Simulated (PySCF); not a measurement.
A species of formula C5H4FNS has this rotational fingerprint, computed with PBE0/pcSseg-1 in PySCF (dipole) on a GFN2-xTB geometry, gas phase:

```
Rotational constants : A = 3638, B = 1411, C = 1017 MHz
Dipole components    : |μa| = 0.24 D, |μb| = 2.11 D, |μc| = 0.00 D
Inertial defect      : 0.00 u·Å²
κ                    : -0.70
```

Question: Which candidate fits, each taken in the one conformer that was computed?
A. `[CH2:1]=[CH:2][c:3]1[n:4][c:5]([F:6])[cH:7][s:8]1` with C1–C2–C3–N4 0°
B. `[CH2:1]=[C:2]([F:3])[c:4]1[cH:5][n:6][cH:7][s:8]1` with C1–C2–C4–C5 180°

Answer: B. It is C=C(F)c1cncs1, an asymmetric top, point group Cs. The candidates at the same level (rigid rotor, commonest isotopes):

```
       SMILES  A (MHz)  B (MHz)  C (MHz)  μa (D)  μb (D)  μc (D)  Δ (u·Å²)  point group           rotor
C=C(F)c1cncs1     3638     1411     1017    0.24    2.11    0.00      0.00           Cs  asymmetric top
C=Cc1nc(F)cs1     2927     1450    969.5    1.26    1.95    0.00      0.00           Cs  asymmetric top
```

`C=Cc1nc(F)cs1` has A 20 % too low. In the right answer the mirror of this Cs structure is the ab plane, so μc vanishes by symmetry. No structure here is proved a minimum.
